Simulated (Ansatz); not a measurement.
Geometry optimisation, Ansatz, RHF/def2-SVP.

The input (input.yaml):

```yaml
crystal:
  periodic: [false, false, false]
  atoms:
    - { symbol: Al, position_ang: [0.0, 0.0, 0.0] }
    - { symbol: H, position_ang: [0.0, 0.0, 1.91] }
    - { symbol: H, position_ang: [1.351, 0.0, -0.78] }
    - { symbol: Cl, position_ang: [-1.9312, 0.0, -1.115] }
    - { symbol: Br, position_ang: [-0.3471, -2.5482, 0.8545] }
    - { symbol: H, position_ang: [-0.13, -0.9545, 2.0002] }
basis:
  gaussian: { orbitals: def2-SVP }
hamiltonian:
  xc: hf
relax:
  f_tol: 0.15
  max_steps: 25
  restrain:
    - { distance: [0, 4], at: 3.61, k: 30.0 }
    - { distance: [5, 1], at: 1.86, k: 30.0 }
    - { distance: [0, 1], at: 1.56, k: 30.0 }
    - { distance: [5, 4], at: 1.55, k: 30.0 }
```

Run as:

```bash
$ ansatz run input.yaml --threads 1 --pin off --max-ram 2048MiB --backend cpu --events-out ev --progress --plain --runs-dir out
```

Problem. Where does it end, and by what steps?

Solution. The run converged. The restraints hold the end off the free minimum; the threshold counts their pulls, which the force column leaves out. Restrained pairs: Al1–Br5 (2.71 → 3.61 Å), H2–H6 (0.97 → 1.87 Å), Al1–H2 (1.91 → 1.56 Å), Br5–H6 (1.97 → 1.49 Å). After 6 steps the energy has fallen by 1.182 eV (the restraints' own energy left out); Br5 moved furthest, 0.79 Å.

| step | energy less start (eV) | largest force component (eV/Å) | accepted |
| --- | --- | --- | --- |
| 0 | 0.0000 | 3.092 | yes |
| 1 | 0.3134 | 2.101 | yes |
| 2 | -0.2692 | 3.015 | yes |
| 3 | -0.8487 | 1.905 | yes |
| 4 | -1.0828 | 1.993 | yes |
| 5 | -1.1496 | 1.977 | yes |
| 6 | -1.1817 | 1.910 | yes |

```xyz
6
Properties=species:S:1:pos:R:3
Al -0.012 0.233 -0.089
H -0.113 0.191 1.471
H 1.348 0.247 -0.860
Cl -1.814 0.418 -1.167
Br -0.290 -2.996 1.504
H -0.177 -1.596 2.010
```

Run time: 12 s on 1 thread of Arm Neoverse V1, on a shared host, peak memory 0.16 GiB.
